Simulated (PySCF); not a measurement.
PySCF input file for In(AsH2)(H)2 (AsH4In), SMILES [AsH2][InH2], r2SCAN-D4/def2-TZVP. Geometry: r2SCAN-D4/def2-TZVP. The def2 effective core potentials stand for the cores of In; spin–orbit coupling is left out.

```python
import numpy as np
from pyscf import gto, scf, dft, df
from pyscf.hessian import thermo

mol = gto.M(
    atom='''
    In    1.03621172    0.00266501    0.00000000
    As   -1.55372745   -0.06183471   -0.00000000
    H    -1.62330502    0.98434526    1.10168514
    H    -1.62330502    0.98434526   -1.10168512
    H     1.87262084   -0.02936540    1.50715079
    H     1.87262084   -0.02936538   -1.50715081
    ''',
    basis='def2-TZVP',
    ecp={'In': 'def2-tzvp'},
    charge=0,
    spin=0,
    max_memory=1600,
    verbose=3,
)
mf = dft.RKS(mol, xc='r2scan').density_fit(auxbasis='def2-universal-jkfit')
mf.disp = 'd4'
mf.grids.level = 4
mf.conv_tol = 1e-11
mf.max_cycle = 100
mf.kernel()

# [left out here: the lines that compute and print the analytic Hessian (its translational invariance restored by hand, since the grid's response is missing), thermochemistry and intensities]
```

Log of the run:

```
converged SCF energy = -2428.45898867394

WARN: MGGA Hessian is sensitive to dft grids. grids.level 4 may not be dense enough.


WARN: DFTD4 does not support analytical Hessian, using finite difference.


WARN: Mole.unit (angstrom) is changed to Bohr

Mode                                 0                   1                   2
Irrep
Freq [cm^-1]                      159.3317            212.4010            302.5640
Reduced mass [au]                   1.0157             51.3277              1.0273
Force const [Dyne/A]                0.0152              1.3643              0.0554
Char temp [K]                     229.2429            305.5977            435.3223
Normal mode                   x     y     z       x     y     z       x     y     z
       0  In                -0.00 -0.00  0.00    0.06  0.00 -0.00   -0.00  0.00 -0.01
       1  As                 0.00  0.00 -0.01   -0.09 -0.00 -0.00    0.00  0.00  0.01
       2   H                -0.08 -0.36  0.32   -0.05  0.01 -0.01    0.22 -0.06  0.08
       3   H                 0.08  0.36  0.32   -0.05  0.01  0.01   -0.22  0.06  0.08
       4   H                 0.10  0.49 -0.04    0.03  0.02  0.01   -0.56  0.08  0.32
       5   H                -0.10 -0.49 -0.04    0.03  0.02 -0.01    0.56 -0.08  0.32
Mode                                 3                   4                   5
Irrep
Freq [cm^-1]                      401.2928            555.6084            584.9364
Reduced mass [au]                   1.0225              1.0542              1.0299
Force const [Dyne/A]                0.0970              0.1917              0.2076
Char temp [K]                     577.3710            799.3968            841.5933
Normal mode                   x     y     z       x     y     z       x     y     z
       0  In                -0.00 -0.01 -0.00   -0.00  0.02 -0.00    0.00 -0.00 -0.01
       1  As                -0.01 -0.00  0.00   -0.01 -0.01  0.00    0.00  0.00  0.01
       2   H                 0.52  0.07 -0.02    0.45  0.07 -0.03   -0.66 -0.01 -0.03
       3   H                 0.52  0.07  0.02    0.45  0.07  0.03    0.66  0.01 -0.03
       4   H                 0.04  0.46 -0.01    0.05 -0.52 -0.03   -0.18 -0.04  0.11
       5   H                 0.04  0.46  0.01    0.05 -0.52  0.03    0.18  0.04  0.11
Mode                                 6                   7                   8
Irrep
Freq [cm^-1]                      591.1602            987.4548           1789.4529
Reduced mass [au]                   1.0161              1.0214              1.0114
Force const [Dyne/A]                0.2092              0.5868              1.9082
Char temp [K]                     850.5479           1420.7276           2574.6243
Normal mode                   x     y     z       x     y     z       x     y     z
       0  In                 0.01  0.00  0.00    0.00  0.00  0.00   -0.01  0.00  0.00
       1  As                 0.00 -0.00 -0.00   -0.00  0.01 -0.00    0.00  0.00  0.00
       2   H                 0.07  0.00  0.00    0.11 -0.51  0.47   -0.01 -0.00  0.00
       3   H                 0.07  0.00 -0.00    0.11 -0.51 -0.47   -0.01 -0.00 -0.00
       4   H                -0.62 -0.02  0.31    0.01 -0.01 -0.01    0.31 -0.01  0.63
       5   H                -0.62 -0.02 -0.31    0.01 -0.01  0.01    0.31 -0.01 -0.63
Mode                                 9                  10                  11
Irrep
Freq [cm^-1]                     1797.4917           2190.9873           2206.0655
Reduced mass [au]                   1.0202              1.0195              1.0218
Force const [Dyne/A]                1.9420              2.8835              2.9300
Char temp [K]                    2586.1904           3152.3430           3174.0371
Normal mode                   x     y     z       x     y     z       x     y     z
       0  In                -0.00  0.00 -0.01   -0.00 -0.00 -0.00   -0.00 -0.00  0.00
       1  As                 0.00  0.00 -0.00    0.00 -0.01 -0.00    0.00 -0.00  0.01
       2   H                 0.01 -0.01 -0.01   -0.04  0.46  0.52    0.04 -0.48 -0.51
       3   H                -0.01  0.01 -0.01   -0.04  0.46 -0.52   -0.04  0.48 -0.51
       4   H                 0.36 -0.01  0.60   -0.00  0.00  0.00   -0.00 -0.00 -0.01
       5   H                -0.36  0.01  0.60   -0.00  0.00 -0.00    0.00  0.00 -0.01
temperature 298.1500 [K]
pressure 101325.00 [Pa]
Rotational constants [GHz] 55.03935 1.58577 1.56190
Symmetry number 1
Zero-point energy (ZPE) 0.02683 [Eh]   70452.551 [J/mol]
                           tot       elec      trans        rot        vib
Entropy [J/mol/K]       315.814      0.000    174.430    105.729     35.654
Cv [J/mol/K]             69.070      0.000     12.472     12.472     44.126
Cp [J/mol/K]             77.384      0.000     20.786     12.472     44.126
Internal energy [J/mol]                      3718.434   3718.434  76899.002
Internal energy [Eh]   -2428.42687  -2428.45899
Enthalpy [J/mol]                             6197.391   3718.434  76899.002
Enthalpy [Eh]          -2428.42592
Gibbs free energy [J/mol]                  -45808.980 -27804.754  66268.729
Gibbs free energy [Eh] -2428.46179
static polarisability / bohr^3: [[99.529 -0.602 -0.   ]
 [-0.599 54.017  0.   ]
 [ 0.    -0.    68.282]]
largest difference of analytic and finite-field dipole derivatives / e: 0.0016118092606436374
mode   freq/cm-1   IR/(km/mol)   Raman/(A^4/amu)   depolarisation
   1      159.33         2.240             9.552            0.750
   2      212.40         7.076            12.923            0.182
   3      302.56        28.750             4.875            0.750
   4      401.29        43.910             6.058            0.291
   5      555.61        55.469             6.491            0.703
   6      584.94         3.499             1.326            0.750
   7      591.16       259.539            17.779            0.657
   8      987.45        22.654            14.702            0.692
   9     1789.45       193.463           423.125            0.080
  10     1797.49       295.031           162.392            0.750
  11     2190.99        57.339           179.339            0.121
  12     2206.07        73.084           117.696            0.750
max |gradient| / (hartree/bohr): 6.840148299384492e-05
APT charges: [ 0.9749 -0.0283 -0.1138 -0.1138 -0.3591 -0.3591]
```

Self-consistency was reached.

Cost: roughly 4 core-minutes.
